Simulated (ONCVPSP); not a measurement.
**Ranking ONCV potentials for Sn (Z = 50)**

All share these settings but for the change named:

```
Element                 : tin (Sn)
Generator               : ONCVPSP 4.0.1
Type                    : optimised norm-conserving Vanderbilt (ONCV)
Functional              : LDA (Perdew-Wang 92)
Relativity              : scalar-relativistic
Frozen core             : [Ar] 3d10
Valence charge          : 22
Reference configuration : 4s2 4p6 4d10 5s2 5p2
Partial waves           : 4s+5s: rc 1.50 bohr, ncon 5, nbas 8, qcut 10.5 1/bohr, 2 projectors; 4p+5p: rc 1.15 bohr, ncon 4, nbas 7, qcut 11.7 1/bohr, 2 projectors; 4d: rc 1.55 bohr, ncon 4, nbas 9, qcut 11.6 1/bohr, 2 projectors, debl 2.4 Ha
Local potential         : polynomial inside 1.00 bohr (lpopt 5, dvloc0 0 Ha)
Core correction         : polynomial model core, fcfact 0.35
```

Test errors are all-electron minus pseudo excitation energies from the reference, over 4s2 4p6 4d10 5s2 5p1; 4s2 4p6 4d10 5s2 5p0; 4s2 4p6 4d10 5s1 5p0; 4s2 4p6 4d10 5s2 5p1.5. None of these files shows a bound ghost.

The base gives 10.9 meV.

Of 9 variants that were run, those that failed, showed a ghost or another fault, or gave nearly equal values are left out.

A variant can come out equal or close to the base, since the largest error may sit in a test that the change hardly touches while other tests move.

Problem. Rank these variants by their largest absolute test error, smallest first.
A. all radii but the core radius scaled by about 1.25 (s 1.88, p 1.44, d 1.94 bohr); local potential polynomial inside 1.26 bohr (lpopt 5, dvloc0 0 Ha)
B. all radii but the core radius scaled by about 0.95 (s 1.42, p 1.10, d 1.48 bohr); local potential polynomial inside 0.96 bohr (lpopt 5, dvloc0 0 Ha)
C. all radii but the core radius scaled by about 1.08 (s 1.62, p 1.24, d 1.66 bohr); local potential polynomial inside 1.08 bohr (lpopt 5, dvloc0 0 Ha)
D. all radii but the core radius scaled by about 1.19 (s 1.78, p 1.36, d 1.84 bohr); local potential polynomial inside 1.18 bohr (lpopt 5, dvloc0 0 Ha)

Solution. B (10.4 meV), C (11.9 meV), D (13.4 meV), A (15.2 meV).
